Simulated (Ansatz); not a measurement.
Which isomer of C2HZn gives these data?

These gas-phase data were calculated for one isomer of C2HZn at PBE0-D3(BJ)/pcseg-1 (harmonic, unscaled wavenumbers; equilibrium rotational constants with average atomic masses):

- rotational constants: 4.059 GHz
- all wavenumbers above 1500 cm⁻¹: 2115, 1972
- dipole moment: 1.15 D (PBE0/def2-TZVPD)

Candidates:

(1) the doublet with the links of `C#[C][Zn]`
(2) `[C]#[C][ZnH]`, a doublet

Assign the data to one candidate and say why.

Candidate (2). No mode falls between 3300 and 3560 cm⁻¹, where the ≡C–H stretch of (1) would stand.

The same quantities for all candidates:

```tsv
	rotational constants (GHz)	wavenumbers above 1500 cm⁻¹	dipole (D)	E above the lowest, PBE0-D3(BJ)/pcseg-1 (kcal/mol)
(1)	3.712	3476, 2111	0.75	0.0
(2)	4.059	2115, 1972	1.15	48.8
```

Harmonic stretches to hydrogen usually lie a few per cent above observed fundamentals. Open shells are spin-unrestricted. Programs: Ansatz 0.2.0.
